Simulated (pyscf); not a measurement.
**`[SiH3+]`, singlet**

Gas-phase minimum from PySCF at ωB97X-D3(BJ)/def2-SVP, one conformer. 

```xyz
4

Si     0.6643    -0.2478     0.2377
H      1.4929     0.6599    -0.5767
H      1.0218    -0.5100     1.6438
H     -0.5211    -0.8942    -0.3544
```
Charge +1, spin multiplicity 1.

Bond lengths (Å): Si1–H2 1.474, Si1–H3 1.474, Si1–H4 1.474. Bond angles (°): H2–Si1–H3 120.0, H2–Si1–H4 120.0, H3–Si1–H4 120.0.

Properties at ωB97X-D3(BJ)/def2-SVP:

Harmonic wavenumbers, unscaled: 848, 937, 937, 2324, 2396, 2396 cm⁻¹
Zero-point energy: 14.1 kcal/mol
Rotational symmetry number: 6
Entropy of this conformer at 298 K and 1 atm, rigid rotor and harmonic oscillator, modes under 100 cm⁻¹ raised to 100: 204.7 J/(mol K)
Dipole moment: depends on origin

Single-point totals, which compare only within one level (frozen core for MP2 and CC):

```json
[
 {"level": "ωB97X-D3(BJ)/def2-TZVP", "total energy (hartree)": "-290.96295"},
 {"level": "PBE/def2-TZVP", "total energy (hartree)": "-290.77495"},
 {"level": "r²SCAN/def2-TZVP", "total energy (hartree)": "-290.90091"},
 {"level": "B3LYP-D3(BJ)/def2-TZVP", "total energy (hartree)": "-290.96529"},
 {"level": "PBE0-D3(BJ)/def2-TZVP", "total energy (hartree)": "-290.80836"},
 {"level": "M06-2X/def2-TZVP", "total energy (hartree)": "-290.90942"},
 {"level": "ωB97M-D3(BJ)/def2-TZVP", "total energy (hartree)": "-290.97484"},
 {"level": "HF/def2-TZVPP", "total energy (hartree)": "-290.35868"},
 {"level": "MP2/def2-TZVPP", "total energy (hartree)": "-290.46177"},
 {"level": "CCSD/def2-TZVPP", "total energy (hartree)": "-290.48606"},
 {"level": "CCSD(T)/def2-TZVPP", "total energy (hartree)": "-290.48828"}
]
```

The CCSD(T) − MP2 part came from Ansatz, without density fitting, on the same reference.
